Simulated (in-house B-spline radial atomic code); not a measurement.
Values are calculated unless marked as measured or tabulated.
Making a Troullier-Martins s channel for C, r_c = 0.92 bohr

C, [He] 2s2 2p2, non-relativistic PBE, spherical and spin-unpolarised, from a B-spline radial code for spherical atoms (atomic units). The all-electron 2s level is ε = -0.504901 hartree, its outermost node lies just inside 0.39 bohr and its outer maximum at 1.22 bohr.

Inside r_c the pseudo-orbital is u(r) = r^1 exp(p(r)), with p = c0 + c2 r² + c4 r⁴ + … + c12 r¹². The seven coefficients follow from p and its first four derivatives at r_c, from zero curvature of the screened potential at the origin, c4 = −c2²/(2l + 5), and from the norm inside r_c. At r_c the all-electron orbital has P = 0.744522, P' = 0.5763315, the screened potential V = -2.228225, V' = 4.08863, V'' = -9.961407, and the norm inside is Q = 0.156435.

Problem. What are p, p' and p'' at r_c?

Solution. p = ln(P/r_c^1) = ln(0.744522/0.92) = -0.21163. p' = P'/P − 1/r_c = 0.77410 − 1.08696 = -0.31286. The radial equation gives p'' = 2(V − ε) − 2(1) p'/r_c − p'² = -3.44665 − (-0.68013) − 0.09788 = -2.86440. Differentiating, p''' = 2V' + 2(1)p'/r_c² − 2(1)p''/r_c − 2p'p'' = 11.873, and p'''' = 2V'' − 4(1)p'/r_c³ + 4(1)p''/r_c² − 2(1)p'''/r_c − 2p''² − 2p'p''' = -66.643.

For a trial c2 the five matching conditions are linear in c0, c6, c8, c10 and c12, and c2 is varied until the norm inside r_c equals Q. The root nearest zero gives:

```csv
n,c_n
0,-0.5503656
2,0.8734305
4,-0.1525762
6,-0.2244455
8,-1.549219
10,2.107882
12,-0.7498383
```

Problem. Check c4 and p(r_c), and find the screened pseudopotential at the origin.

Solution. −c2²/5 = -0.152576, as listed. The terms c_n r_c^n are -0.55037, 0.73927, -0.10930, -0.13609, -0.79509, 0.91564, -0.27569, which sum to -0.21163. Inverting the radial equation, V_l(r) = ε + 1 p'/r + (p'' + p'²)/2, so V_l(0) = ε + (2l + 3) c2 = -0.504901 + 3 × (0.873431) = 2.1154 hartree, finite where the all-electron potential diverges.

Orbitals and screened potentials:

```csv
r (bohr),P,u,V all-electron,V pseudo
0.092,-0.3214,0.05345,-55.79,2.115
0.23,-0.2731,0.1389,-17.95,2.091
0.368,-0.01815,0.238,-9.367,1.897
0.506,0.2523,0.3583,-5.829,1.156
0.644,0.4756,0.4995,-3.847,-0.4297
0.782,0.6388,0.6401,-2.899,-2.109
0.92,0.7445,0.7445,-2.228,-2.228
```

Logarithmic derivatives P'/P at R = 1.22 bohr, for energies E around ε:

```csv
E − ε (hartree),all-electron,pseudo
-0.5,0.457795,0.456547
-0.25,0.234509,0.23416
-0.1,0.0902168,0.0901732
0,-0.0108416,-0.010819
0.1,-0.116159,-0.11621
0.25,-0.28291,-0.283403
0.5,-0.587806,-0.590279
```

Problem. With P(R) = 0.820584 and a norm of 0.3472224 inside R, what slope in energy does norm conservation fix?

Solution. d(P'/P)/dE = −2 × (norm inside R)/P(R)² = -1.0313 per hartree·bohr at E = ε, for both atoms, since orbital and norm agree at R. Differences over ±0.1 hartree give -1.0319 (all-electron) and -1.0319 (pseudo), which also hold third-order terms. Half a hartree below ε the two curves differ by -0.0012.
